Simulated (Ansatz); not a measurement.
Gas-phase reaction R1 → P1 + P2, each structure at its B3LYP-D3(BJ)/def2-TZVP stationary point, reached from a drawn start (curvature not checked).
R1, H2O2Zn (SMILES [OH][Zn][OH]) (charge 0, multiplicity 1, Z-matrix in Å and degrees):
```
Zn
O 1 1.7761
H 2 0.9618 1 114.84
O 1 1.7762 2 174.09 3 135.95
H 4 0.9618 1 114.84 2 136.08
```
P1, HOZn (SMILES [OH][Zn]) (charge 0, multiplicity 2):
```
atom    x (Å)    y (Å)    z (Å)
----  -------  -------  -------
Zn     0.2722  -0.1536  -1.3511
O      0.2438  -0.1581   0.4930
H     -0.5160   0.3117   0.8581
```
P2, OH (SMILES [OH]) (charge 0, multiplicity 2):
```xyz
2

O      0.0000     0.0000     0.4884
H      0.0000     0.0000    -0.4884
```

P less R. No zero-point or thermal terms; singlets are restricted closed shells; open shells are unrestricted; no spin–orbit coupling. The spin states of the d-block species are the ones drawn and need not be the lowest.

Correlated levels freeze the cores.

Run with Ansatz (Gaussian basis) for Hartree–Fock, density functionals and correlated methods. No computed number here is a measurement.

Q: Predict the reaction energy from CCSD(T)/def2-SVP.

A: 3.98 eV

Q: What reaction energy does CCSD(T)/def2-QZVPP give?

A: 4.37 eV

Q: What reaction energy does CAM-B3LYP/def2-TZVPP give?

A: 4.26 eV

Ansatz is an electronic-structure program.
